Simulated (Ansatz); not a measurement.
Ge(SiH3)2H2 (Si₂GeH₈), relaxed as a singlet with RKS PBE-D4/def2-SVP in Ansatz, starting from the GFN2-xTB geometry. Force threshold 0.02 eV/Å.

Start:

```xyz
11

Ge    0.532   -0.476   -0.288
Si   -0.942   -1.307    1.332
Si    0.473    1.728   -1.079
H    -0.750   -0.606    2.604
H    -0.763   -2.739    1.573
H    -2.330   -1.092    0.914
H     0.753    2.668    0.009
H    -0.858    2.042   -1.604
H     1.446    1.968   -2.145
H     0.489   -1.408   -1.486
H     1.950   -0.777    0.168
```

**Question.** Estimate the energy that the relaxation releases and the steps that it takes.

**Answer.** 21.8 kJ/mol, in 8 steps; 21 s on 2 threads of Intel Xeon Platinum 8488C on a shared host. No frequencies were taken in this run, so the end may be a saddle point.

**Question.** Does the start keep its bonding and symmetry?

**Answer.** By distances, no bond broke or formed. The bond that changes most is Ge1–Si3, from 2.34 to 2.39 Å (atoms count from 1). Point group Cs at the start, C2v at the end, both within 0.05 Å.

**Question.** Predict the relaxed structure.

**Answer.** 
```xyz
11

Ge    0.6677   -0.6222   -0.3913
Si   -0.9262   -1.2124    1.2946
Si    0.4242    1.6802   -1.0004
H    -0.7139   -0.3552    2.5137
H    -0.7931   -2.6590    1.6889
H    -2.3203   -0.9762    0.7781
H     0.6353    2.5492    0.2106
H    -0.9653    1.9199   -1.5274
H     1.4196    2.0727   -2.0592
H     0.4641   -1.5206   -1.6437
H     2.1079   -0.8764    0.1361
```
Bond lengths: 2 × Ge–Si 2.39 Å; 6 × H–Si 1.51 Å; 2 × Ge–H 1.55 Å.
